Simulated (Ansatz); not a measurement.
Diatomic NbO, multiplicity 4 (the spin of the measured ground state). No spin–orbit coupling.

The constants come from a fifth-degree fit in 1/R (seven points, main isotopes). Runs in def2 and cc sets follow the lowest solution found near the PBE0 minimum.

Correlated levels freeze the inner cores; with def2 sets outer-core shells near the valence are correlated too.

The values were computed with Ansatz (Gaussian orbitals). Values without a source in brackets are computed. In def2 rows elements past Kr take small-core potentials, without spin–orbit coupling.

Quantity: r_e, from seven points a level.

Costs are ratios of core time to PBE/def2-TZVPP (roughly 15 s), for whole runs (searches for the state included, and forces where a run took them) on one shared machine, so rough; each error counts from the measured 1.6909 Å [Huber and Herzberg (1979), NIST Chemistry WebBook].

```csv
level,basis functions,cost
PBE0/def2-TZVPP,87,×0.5
B3LYP/def2-TZVPP,87,×0.6
SVWN5/def2-TZVPP,87,×0.7
BHLYP/def2-TZVPP,87,×0.7
CAM-B3LYP/def2-TZVPP,87,×0.8
PBE/def2-TZVPP,87,×1
B2PLYP/def2-TZVPP,87,×1
r2SCAN/def2-TZVPP,87,×2
wB97X-V/def2-TZVPP,87,×2
B97M-V/def2-TZVPP,87,×2
wB97M-V/def2-TZVPP,87,×3
```

Each error (Å): PBE0/def2-TZVPP -0.020; B3LYP/def2-TZVPP -0.007; SVWN5/def2-TZVPP -0.017; BHLYP/def2-TZVPP -0.024; CAM-B3LYP/def2-TZVPP -0.017; PBE/def2-TZVPP -0.002; B2PLYP/def2-TZVPP 0.003; r2SCAN/def2-TZVPP -0.007; wB97X-V/def2-TZVPP -0.022; B97M-V/def2-TZVPP -0.009; wB97M-V/def2-TZVPP -0.020.

Ansatz is an electronic-structure program.
